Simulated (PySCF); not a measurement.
# Correlation energy of S (sulfur, neutral)

[Ne] 3s1 3p5, high-spin 3P determinant (an excited configuration). Computed with PySCF 2.14 in aug-cc-pV(D+d)Z, with no relativity, point nucleus. Frozen: [Ne]; 6 electrons correlated.

MP2 pair energies summed by pair of shells (mhartree):

| pair | energy | share (%) |
| --- | --- | --- |
| 3p-3p | -122.91 | 92.1 |
| 3s-3p | -10.53 | 7.9 |

Total MP2 correlation energy: -133.43 mhartree.

Same-spin part -26.20 and opposite-spin part -107.24 mhartree; SCS-MP2 scales them by 1/3 and 6/5 to -137.42 mhartree.
